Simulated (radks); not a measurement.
Coulomb parameter of the 5d shell of the rhenium ion Re2+ in the model configuration [Xe] 4f14 5d4 6s1, as a second difference U = [E(n + 0.25) + E(n - 0.25) - 2 E(n)] / (0.25)^2 with all orbitals relaxed. "Bare": the charge of the atom changes with n. "Screened": the 6s shell takes up the change at fixed total charge, which measures U(5d,5d) + U(6s,6s) - 2 U(5d,6s). Method: scalar-relativistic Kohn-Sham, r2SCAN, spin-unpolarised, spherical densities, finite nucleus; meta-GGA in the generalised Kohn-Sham scheme; Fermi nuclear charge, rms radius 5.3698 fm; computed with a radial shooting solver on a logarithmic mesh with Libxc functionals.

| case | configuration | E - E(n) (eV) |
|---|---|---|
| start | [Xe] 4f14 5d4 6s1 | 0.000 |
| bare +0.25 | [Xe] 4f14 5d4.25 6s1 | -5.563 |
| bare -0.25 | [Xe] 4f14 5d3.75 6s1 | 6.273 |
| screened +0.25 | [Xe] 4f14 5d4.25 6s0.75 | -0.621 |
| screened -0.25 | [Xe] 4f14 5d3.75 6s1.25 | 0.665 |

U(bare) = 11.356 eV, U(screened by 6s) = 0.692 eV, against the Slater integral F0(5d,5d) = 14.305 eV with frozen orbitals.
